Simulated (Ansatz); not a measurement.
`Cl[SiH2][GeH3]` + `[NH2][AlH2]` → `[AlH2][NH][SiH2][GeH3]` + HCl  (ligand exchange at the Si–Cl bond)

Gas-phase electronic energies from Ansatz, PBE0-D4/def2-TZVP geometries. CCSD(T)/CBS is the MP2 limit (def2-TZVPP, def2-QZVPP) plus CCSD(T) − MP2 in def2-TZVPP, frozen cores. This one scheme is used for every species. Functionals use def2-TZVPP. For Ge outer-core shells are correlated without core-valence functions, which leaves a few kJ/mol of doubt a bond. Scalar relativity is left out up to krypton. Each species was taken in one conformer, which may not be the lowest.

`Cl[SiH2][GeH3]`:

Cartesian coordinates in Å:
```
Cl 1.376 2.213 -0.319
Si 0.096 0.943 0.682
Ge -0.195 -1.037 -0.601
H 0.695 0.649 2.008
H -1.190 1.658 0.879
H -0.797 -0.691 -1.971
H -1.143 -2.002 0.131
H 1.159 -1.732 -0.809
```

`[NH2][AlH2]`:

```xyz
6

N    -0.746   -0.518   -0.234
Al    0.659    0.457    0.207
H    -1.284   -0.405   -1.078
H    -1.125   -1.267    0.323
H     1.114    1.596   -0.795
H     1.382    0.136    1.578
```

`[AlH2][NH][SiH2][GeH3]`:

Cartesian coordinates in Å:
```
Al -1.749 -1.143 1.633
N -1.036 0.167 0.655
Si 0.630 0.574 0.425
Ge 1.287 0.388 -1.859
H -3.326 -1.282 1.624
H -0.767 -2.080 2.442
H -1.685 0.748 0.140
H 1.430 -0.371 1.249
H 0.935 1.962 0.879
H 0.395 1.275 -2.751
H 1.141 -1.062 -2.359
H 2.747 0.825 -2.077
```

HCl:

Cartesian coordinates in Å:
```
Cl -0.532 0.322 -0.150
H 0.532 -0.322 0.150
```

```
             level  ΔE (kJ/mol)
           LC-ωPBE         45.7
RPA@PBE/def2-TZVPP         33.4
```

What does CCSD(T)/CBS give? (Best estimate.)

Ansatz gave: +40.7 kJ/mol. The listed levels differ from it by 5.0, -7.3 kJ/mol.

What do rigid-rotor, harmonic-oscillator terms from PBE0-D4/def2-TZVP frequencies (298.15 K, 1 bar) make of the CCSD(T)/CBS value? (Best estimate.)

The calculation gave: ΔZPE = -9.4 kJ/mol, ΔH = +33.8 kJ/mol, ΔS = -11 J/(mol·K), ΔG = +37.0 kJ/mol. Modes under 50 cm⁻¹ make the entropy rough.

Largest T1 diagnostic among the species: 0.012.

The D4 term adds −5.9 kJ/mol with B3LYP and −3.5 kJ/mol with PBE0; it sums over pairs of atoms, weighted by their polarisabilities, and B3LYP, whose exchange is more repulsive, gets the larger term. Leaving LDA and LC-ωPBE aside and taking each functional with its dispersion term where it has one, the values, not all of them listed here, spread over 4.0 kJ/mol, from CAM-B3LYP-D4 to B97M-V. LDA lies −7.4 kJ/mol from PBE without D4. At CCSD(T), def2-SVP lies −6.4 kJ/mol from the extrapolated value and def2-TZVPP −4.5 kJ/mol.

B3LYP here is the variant with VWN-RPA as its local correlation; programs differ in this.
